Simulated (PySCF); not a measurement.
# Computed structure and properties of [YbBr2]+

System: [YbBr2]+ (singlet in the valence; each metal's 4f electrons, 13 of them, lie in its core potential, out of spins and levels); start: template (C2v). Method: PySCF 2.14.0, RKS PBE0, Yb lcecp-1-SVP with ECP59, Br def2-SVP; non-relativistic Hamiltonian with scalar-relativistic core potentials where named; density fitting; no spin-orbit coupling.

Input of the relaxation:

```python
mol = gto.M(atom='''
Yb     0.00000     0.00000    -0.52726
Br     2.47660    -0.00000     0.58104
Br    -2.47660     0.00000     0.58104''',
    basis={'Yb': 'lcecp-1-SVP', 'Br': 'def2-SVP'},
    ecp={'Yb': 'lcecp-1-SVP'},
    charge=1, spin=0)
mf = dft.RKS(mol, xc='PBE0')
mf.grids.atom_grid = (50, 194)  # f atoms: unpruned, at least (60, 302)
mf = mf.density_fit()  # fitting sets: Yb AutoAux, Br def2-universal-JKFIT
mf.conv_tol = 1e-08; mf.max_cycle = 55
mf.kernel(dm0)  # dm0: converged density of the start geometry
# quasi-Newton relaxation in Cartesian coordinates to a largest gradient under 0.00045 Eh/bohr, steps kept in the point group
```

Run from Python with OMP_NUM_THREADS=2; the lines above give its settings. Where DIIS fails, smearing, a level shift and second-order steps follow.
It took 32 s on 2 threads of Arm Neoverse V1, with other jobs on the host, from the converged density of the start.

Course of the relaxation:

```csv
step,energy above end (eV),largest force component within the symmetry (eV/Å)
0,0.6407,2.092
1,0.2116,1.200
2,0.0848,0.750
3,0.0489,0.172
4,0.0254,0.266
5,0.0085,0.377
6,0.0012,0.095
7,0.0000,0.007
8,0.0000,0.001
```

Relaxed geometry (C2v):

```xyz
3

Yb    0.0000    0.0000   -0.6901
Br    2.0778    0.0000    0.6625
Br   -2.0778    0.0000    0.6625
```

```tsv
contact	Å
Yb1–Br2 (Br)	2.479
Yb1–Br3 (Br)	2.479
```

On the finer grid (75, 302):

- HOMO: -13.14 eV
- LUMO: -8.22 eV
- Dipole about the centre of mass: 6.63 D
- Set of Mulliken populations of Yb1 outside the core potential: s 2.32, p 6.25, d 1.16, f 0.02
- D3(BJ) dispersion energy (not in the energies): -0.079 eV

```
atom  Mulliken (e)  Löwdin (e)  spin (e)
 Yb1          1.24        0.56      0.00
 Br2         -0.12        0.22      0.00
 Br3         -0.12        0.22      0.00
```

The 4f levels lie in the core potential and are missing. Their spin isn't counted.

On the grid (50, 194), as all that follows. Harmonic modes: a minimum within the noise of the softest modes; lowest 50 cm⁻¹ (negative: unstable), highest 275 cm⁻¹, zero-point energy 0.036 eV.

Taking off one Br (charge -1, singlet; the rest: singlet) in vacuum, both parts rigid, costs 14.12 eV; the small basis without counterpoise inflates it. Most of it is the attraction of opposite charges; other ways to part are cheaper, and one spin state was tried for the rest.

Rigid scan of Br along the line from its metal:

```tsv
distance to Br2 (Å)	energy (eV)
2.18	0.982
2.28	0.379
2.38	0.081
2.48	0.000
2.58	0.065
2.68	0.232
2.88	0.738
3.18	1.656
3.58	2.813
4.08	3.907
```

One start shape was tried, so this needn't be the lowest isomer.

An lcecp potential fixes the number of 4f electrons, so in runs with it no electron can move into or out of that shell.
